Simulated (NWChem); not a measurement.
MoN2H3OF; SMILES [NH]=[Mo]([NH2])(=[O])[F]

```xyz
8

Mo    -0.0488     0.0227     0.0208
O     -0.9158    -0.0782     1.4509
N     -1.0624    -0.2464    -1.3491
H     -2.0135    -0.4172    -1.6746
F      0.7657     1.6904    -0.1317
N      1.2569    -1.3822    -0.0252
H      1.7088    -1.7309     0.8171
H      1.4291    -1.9942    -0.8171
```
Atoms are numbered in this order, from 1.

All runs: NWChem. Geometry: optimised at PBE0/def2-SVP. Not confirmed as a minimum by frequencies. def2 effective core potentials on Mo; no spin-orbit coupling.

For level PBE/def2-TZVP:

```
Property                     Value
---------------------------  -----
highest occupied level (eV)  -6.78
```

### Question
How do the values read with level PBE/def2-SVP instead?

### Answer
The highest occupied level (eV) comes out as -6.61.
